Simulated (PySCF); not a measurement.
A calculated (LDA, PySCF 2.14, aug-pcseg-2, the non-relativistic Hamiltonian (point nucleus)) atom or ion has these occupied shells.

```csv
shell,electrons,orbital energy (eV),"rms radius, mean of both spins (bohr)"
1s,2,-10802.8,0.0554
2s,2,-1354.6,0.232
2p,6,-1209.5,0.205
3s,2,-182.15,0.683
3p,6,-134.09,0.708
3d,10,-50.295,0.823
4s,2,-29.144,2.10
```

Task: Name the element and its charge.

Result: Ge²⁺ (germanium, charge +2), in [Ar] 3d10 4s2, closed-shell 1S.
